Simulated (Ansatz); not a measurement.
C3H6AuN, SMILES [C-](#[N+]C)->[Au][CH3], multiplicity 1.

Coordinates come from a PBE0-D3(BJ)/def2-SVP optimisation. The multiplicity is an assumed one; no other spin state was optimised. The isomer is the one that the SMILES or the coordinates give; other isomers of the formula were not compared. The def2 effective core potentials stand for the cores of Au; spin–orbit coupling is left out.

Two levels are set side by side: PBE/def2-SVPD (Ansatz, a program for electronic structure) and CAM-B3LYP/def2-SVPD (Ansatz). Energy differences of separate SCF runs at the same geometry; the states with an electron removed or added have multiplicity 2 and 2. Differences are taken from unrounded values.

| quantity | CAM-B3LYP |
|---|---|
| vertical ionisation energy (eV) | 8.50 |
| vertical singlet–triplet gap (eV) | 4.54 |

### Question
What does PBE give, and how far is it from CAM-B3LYP? (The exact figures need the calculation; the answer reports its results.)

### Answer

```json
[
 {"quantity": "vertical ionisation energy (eV)", "PBE": "8.52", "PBE minus CAM-B3LYP": "0.02"},
 {"quantity": "vertical singlet–triplet gap (eV)", "PBE": "4.48", "PBE minus CAM-B3LYP": "-0.06"}
]
```

On these quantities the two levels nearly agree.
